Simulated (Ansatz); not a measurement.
Steps of a relaxation of C3H6BCl (`C/C=C\BCl`) with RKS PBE0-D4/def2-TZVP.

```sh
$ ansatz run in.yaml --threads 4 --pin off --events-out ev --progress --plain --max-ram 10444MiB
```

```yaml
crystal:
  periodic: [false, false, false]
  atoms:
    - {symbol: C, position_ang: [-1.275619, 0.073599, -0.862153]}
    - {symbol: C, position_ang: [0.181657, -0.253045, -0.903864]}
    - {symbol: C, position_ang: [1.077887, -0.210823, 0.124646]}
    - {symbol: B, position_ang: [0.747234, 0.194305, 1.569002]}
    - {symbol: Cl, position_ang: [2.024524, 0.207919, 2.792252]}
    - {symbol: H, position_ang: [-1.506392, 0.890628, -1.580282]}
    - {symbol: H, position_ang: [-1.624712, 0.374628, 0.142074]}
    - {symbol: H, position_ang: [-1.874864, -0.798729, -1.202987]}
    - {symbol: H, position_ang: [0.551221, -0.562316, -1.901868]}
    - {symbol: H, position_ang: [2.118429, -0.491673, -0.118156]}
    - {symbol: H, position_ang: [-0.354065, 0.518606, 1.961936]}
basis:
  gaussian: {orbitals: def2-TZVP}
hamiltonian: {xc: pbe0, dispersion: d4}
relax: {f_tol: 0.005, max_steps: 150}
```

Positions (Å) and forces (eV/Å) along the path, 7 of 7 steps:

```xyz
11
step=1 energy=-16401.1920 eV
C    -1.276    0.074   -0.862   -0.270    0.061   -0.004
C     0.182   -0.253   -0.904    0.538   -0.045    0.305
C     1.078   -0.211    0.125   -0.229   -0.090   -0.611
B     0.747    0.194    1.569   -0.224    0.056    0.036
Cl    2.025    0.208    2.792   -0.218   -0.012   -0.247
H    -1.506    0.891   -1.580    0.150   -0.372    0.351
H    -1.625    0.375    0.142    0.196   -0.155   -0.500
H    -1.875   -0.799   -1.203    0.315    0.388    0.183
H     0.551   -0.562   -1.902   -0.178    0.163    0.541
H     2.118   -0.492   -0.118   -0.528    0.139    0.107
H    -0.354    0.519    1.962    0.449   -0.132   -0.160
11
step=2 energy=-16401.2364 eV
C    -1.266    0.074   -0.853   -0.099    0.017   -0.028
C     0.184   -0.252   -0.898    0.122   -0.016    0.051
C     1.069   -0.209    0.119   -0.028   -0.028   -0.150
B     0.732    0.194    1.553    0.008    0.010    0.068
Cl    2.007    0.204    2.769   -0.110    0.001   -0.099
H    -1.492    0.884   -1.562    0.037   -0.114    0.103
H    -1.605    0.371    0.142    0.054   -0.044   -0.144
H    -1.857   -0.793   -1.185    0.088    0.120    0.052
H     0.550   -0.558   -1.884   -0.062    0.047    0.141
H     2.098   -0.487   -0.120   -0.144    0.044    0.050
H    -0.355    0.515    1.940    0.133   -0.036   -0.044
11
step=3 energy=-16401.2398 eV
C    -1.265    0.073   -0.853    0.003   -0.004   -0.001
C     0.183   -0.251   -0.896    0.004    0.007    0.009
C     1.066   -0.209    0.118   -0.015   -0.005   -0.011
B     0.731    0.192    1.551    0.045    0.014    0.032
Cl    2.004    0.204    2.764   -0.031   -0.005   -0.029
H    -1.488    0.879   -1.559    0.001    0.006   -0.006
H    -1.603    0.371    0.137   -0.004    0.004    0.013
H    -1.852   -0.790   -1.183   -0.003   -0.008   -0.002
H     0.547   -0.555   -1.877    0.001   -0.002   -0.009
H     2.091   -0.484   -0.118    0.011   -0.004    0.003
H    -0.349    0.513    1.937   -0.013   -0.003    0.001
11
step=4 energy=-16401.2397 eV rejected
C    -1.265    0.073   -0.852    0.002    0.007   -0.001
C     0.183   -0.250   -0.896   -0.001   -0.005    0.002
C     1.066   -0.208    0.118    0.001    0.021   -0.010
B     0.733    0.199    1.549    0.004   -0.056    0.030
Cl    2.001    0.197    2.764   -0.006    0.013   -0.012
H    -1.489    0.878   -1.559   -0.002    0.003   -0.003
H    -1.603    0.370    0.138   -0.001    0.001    0.003
H    -1.851   -0.792   -1.182    0.000   -0.004    0.000
H     0.547   -0.555   -1.878   -0.001   -0.005   -0.004
H     2.092   -0.485   -0.118    0.006    0.003    0.001
H    -0.349    0.516    1.936   -0.001    0.021   -0.006
11
step=5 energy=-16401.2399 eV
C    -1.265    0.074   -0.852    0.003   -0.001   -0.002
C     0.183   -0.250   -0.896   -0.004    0.001    0.003
C     1.066   -0.209    0.117   -0.003    0.004    0.012
B     0.732    0.194    1.551    0.000   -0.002   -0.009
Cl    2.002    0.200    2.763   -0.002    0.000    0.000
H    -1.489    0.878   -1.560    0.001    0.000    0.000
H    -1.603    0.372    0.138   -0.001    0.000    0.000
H    -1.851   -0.791   -1.181   -0.001    0.000    0.001
H     0.547   -0.555   -1.878    0.001    0.000   -0.003
H     2.092   -0.484   -0.117    0.003   -0.001   -0.003
H    -0.350    0.514    1.936    0.002    0.000    0.001
11
step=6 energy=-16401.2399 eV
C    -1.265    0.073   -0.852   -0.004    0.002    0.002
C     0.183   -0.250   -0.896    0.000   -0.003   -0.002
C     1.066   -0.208    0.118    0.000   -0.002   -0.006
B     0.732    0.194    1.551    0.001    0.000   -0.001
Cl    2.002    0.199    2.764    0.001    0.000    0.003
H    -1.489    0.877   -1.561   -0.002   -0.001    0.000
H    -1.603    0.373    0.137    0.002    0.001    0.000
H    -1.851   -0.792   -1.180    0.002    0.000   -0.002
H     0.547   -0.554   -1.878    0.000    0.000    0.002
H     2.092   -0.484   -0.118    0.000    0.001    0.003
H    -0.349    0.515    1.936   -0.001    0.000    0.000
11
step=7 energy=-16401.2399 eV
C    -1.265    0.073   -0.852    0.000    0.000    0.001
C     0.184   -0.250   -0.896    0.000    0.000   -0.001
C     1.066   -0.208    0.117   -0.001    0.000    0.000
B     0.732    0.194    1.551    0.000    0.000    0.000
Cl    2.001    0.198    2.764    0.000    0.000    0.000
H    -1.490    0.877   -1.561    0.000    0.000    0.000
H    -1.603    0.373    0.137    0.000    0.000    0.000
H    -1.851   -0.792   -1.179    0.000    0.000    0.000
H     0.547   -0.554   -1.878    0.000    0.000    0.000
H     2.092   -0.484   -0.118    0.000    0.000    0.000
H    -0.349    0.515    1.935    0.000    0.000    0.000
```

Run time 23 s (4 threads of an Arm Neoverse V1 on a shared host); peak host memory 0.47 GiB.
